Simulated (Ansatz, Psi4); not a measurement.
**C2H3I (vinyl iodide): a line through the functionals**

C2H3I has 6 atoms, charge 0, and is taken as a singlet. SMILES: `C=CI`. The coordinates come from a PBE0-D4/def2-TZVP relaxation.

The electronic atomisation energy y, in eV, basis def2-SVP with a core potential; a is the functional's share of exact exchange. Programs: Ansatz 0.2.0, Psi4 1.11.

```
functional  program     a  y (eV)
    r2SCAN     Psi4     0   22.58
      BLYP   Ansatz     0   22.28
     B3LYP     Psi4   0.2   22.33
      PBE0     Psi4  0.25       ?
   r2SCAN0   Ansatz  0.25   22.22
     BHLYP     Psi4   0.5   21.65
```

Fit y = c + s·a to the known rows and predict PBE0.


1. Means of the 5 rows: a = 0.1900, y = 22.212.
2. Σ(Δa)² = 0.172, Σ(Δa·Δy) = -0.2554, so the slope is -0.2554/0.172 = -1.4849.
3. Intercept: 22.212 − (-1.4849) × 0.1900 = 22.494. The largest residual of the fit is 0.21.
4. PBE0: 22.494 + (-1.4849) × 0.25 = 22.12 eV.

The run gave 22.67 eV, so the prediction is off by -0.55 eV, more than the largest residual. The rows mix families of semi-local functionals, which the line can't see. Spin-orbit coupling is left out.
